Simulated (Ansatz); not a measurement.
Species: C6H11 (charge 0, doublet). It need not be the lowest isomer of its formula. SMILES: [CH2]/C=C\CCC
Geometry from a B3LYP-D3(BJ)/def2-TZVP (Ansatz, a quantum-chemistry and plane-wave program) optimisation:
```
C
H 1 1.0930
H 1 1.0951 2 106.46
C 1 1.4918 2 110.68 3 118.86
H 4 1.0844 1 116.87 2 -156.56
C 4 1.3867 5 117.72 1 176.91
C 6 1.3781 4 126.65 5 -177.98
H 7 1.0806 6 120.88 4 179.97
H 7 1.0815 8 117.01 6 179.99
H 6 1.0862 7 116.95 8 0.26
C 1 1.5399 2 108.78 3 -116.67
H 11 1.0931 1 108.67 2 -64.41
H 11 1.0938 12 106.30 1 117.30
C 11 1.5253 12 110.12 13 118.99
H 14 1.0915 11 111.35 12 -58.43
H 14 1.0927 15 107.79 11 122.13
H 14 1.0927 15 107.76 16 115.83
```
Charge 0, spin multiplicity 2.

Property: atomisation energy (electronic, to ground-state atoms), in kcal/mol. Cores are frozen in the correlated levels unless marked. UHF or UKS for open shells. No spin-orbit coupling. Non-relativistic. The coupled-cluster limit lacks core correlation, which all-electron functionals hold. Basis-set limits of correlation are two-point, X^-3; Hartree-Fock from the larger set. The bracket is a focal-point correction in the basis named.

The UHF reference is spin-contaminated (<S^2> 0.20 over the pure value in the largest basis). 

```csv
level,program,atomisation energy (kcal/mol)
PBE/def2-TZVPD,Ansatz,1680.3
BLYP/def2-TZVPD,Ansatz,1630.6
revPBE-D4/def2-TZVPD,Ansatz + dftd4,…
wB97X-V/def2-TZVPD,Ansatz,…
B2GP-PLYP-D3(BJ)/def2-TZVPD,Ansatz + dftd3,1633.1
B2GP-PLYP-D4/def2-TZVPD,Ansatz + dftd4,1631.9
SCS-MP2/6-31G,Ansatz,1443.8
CCSD(T) with core electrons/cc-pwCVTZ,Ansatz,…
"RI-MP2/CBS(cc-pVTZ,cc-pVQZ)+[CCSD(T)-MP2]/cc-pVTZ",Ansatz,1649.1
```

Q: Complete the blanks.

A: 
- revPBE-D4/def2-TZVPD, atomisation energy (kcal/mol): 1653.1
- wB97X-V/def2-TZVPD, atomisation energy (kcal/mol): 1650.9
- CCSD(T) with core electrons/cc-pwCVTZ, atomisation energy (kcal/mol): 1621.8
